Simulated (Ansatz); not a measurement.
C4H11B (`BC(C)CC`) at its PBE0-D4/def2-TZVP geometry, where that method's forces vanish. The species carries charge 0 and has multiplicity 1.

```
atom    x (Å)    y (Å)    z (Å)
  B1   0.8727   1.4017  -0.2559
  C2   0.1231   0.0784  -0.5749
  C3  -1.0218   0.5931  -1.4774
  C4  -0.4236  -0.6798   0.6274
  C5   0.6740  -1.2259   1.5242
  H6   0.5907   2.0340   0.7254
  H7   1.6594   1.8680  -1.0307
  H8   0.7363  -0.5957  -1.1857
  H9  -1.6546  -0.2458  -1.7813
 H10  -0.6521   1.0774  -2.3843
 H11  -1.6622   1.3061  -0.9488
 H12  -1.0702  -0.0093   1.2059
 H13  -1.0630  -1.5034   0.2861
 H14   1.3309  -1.9051   0.9730
 H15   1.2952  -0.4174   1.9226
 H16   0.2653  -1.7763   2.3746
```

Task: For each bond, give half the difference of the two atoms' forces along it (eV/Å; positive pushes the atoms apart) under PBE-D4, r2SCAN-D4, B3LYP-D4, ωB97M-V in def2-TZVPP. (An estimate is asked.)

Result: Ansatz gave: 
```csv
bond,length (Å),PBE-D4,r2SCAN-D4,B3LYP-D4,ωB97M-V
B1–C2,1.554,-0.07,-0.02,0.04,0.07
B1–H6,1.201,0.07,-0.03,-0.12,-0.12
B1–H7,1.199,0.06,-0.04,-0.12,-0.13
C2–C3,1.546,0.08,0.15,0.18,0.15
C2–C4,1.523,0.01,0.09,0.15,0.10
C2–H8,1.097,0.12,-0.04,-0.09,-0.12
C3–H10,1.093,0.07,-0.05,-0.08,-0.07
C3–H11,1.094,0.09,-0.04,-0.07,-0.06
C4–C5,1.519,0.01,0.11,0.18,0.18
C4–H12,1.097,0.11,-0.04,-0.10,-0.10
C4–H13,1.097,0.10,-0.05,-0.10,-0.11
C5–H14,1.094,0.11,-0.03,-0.06,-0.08
C5–H15,1.095,0.11,-0.03,-0.07,-0.07
C5–H16,1.092,0.09,-0.04,-0.08,-0.08
```

B3LYP here is the variant with VWN-RPA as its local correlation; programs differ in this.
